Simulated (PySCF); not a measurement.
## Working out the excitation energy of Sn

Sn [Kr] 4d10 5s2 5p2 (3P) → Sn [Kr] 4d10 5s1 5p2 6s1 (5P). All numbers are calculated (PySCF 2.14, scalar relativity through the core potential, in aug-cc-pVTZ-PP with ECP28MDF (6s5p4d2f, 55 functions)). Frozen: 4s2 4p6 4d10. Energies in hartree (1 hartree = 27.21139 eV):

```json
{"part": "UHF", "Sn (lower)": "-213.340271", "Sn (upper)": "-213.038336"}
{"part": "MP2 opposite-spin", "Sn (lower)": "-0.035996", "Sn (upper)": "0.000000"}
{"part": "MP2 same-spin", "Sn (lower)": "-0.007630", "Sn (upper)": "-0.012933"}
```

Question: What does Hartree-Fock give?

Answer: (-213.038336) − (-213.340271) = 0.301935 hartree = 8.216 eV.

Question: What do MP2 and SCS-MP2 (6/5 opposite-spin, 1/3 same-spin) give?

Answer: The opposite-spin parts differ by 0.980 eV and the same-spin parts by -0.144 eV. MP2: 8.216 + (0.980) + (-0.144) = 9.052 eV. SCS-MP2: 8.216 + 1.2 × (0.980) + (-0.144)/3 = 9.344 eV.

The upper state lies above the first ionisation limit, but in LS coupling its spin forbids autoionisation to the ground ion; at this Z spin-orbit coupling breaks that rule. A Rydberg-like electron needs more diffuse functions than a valence basis has.
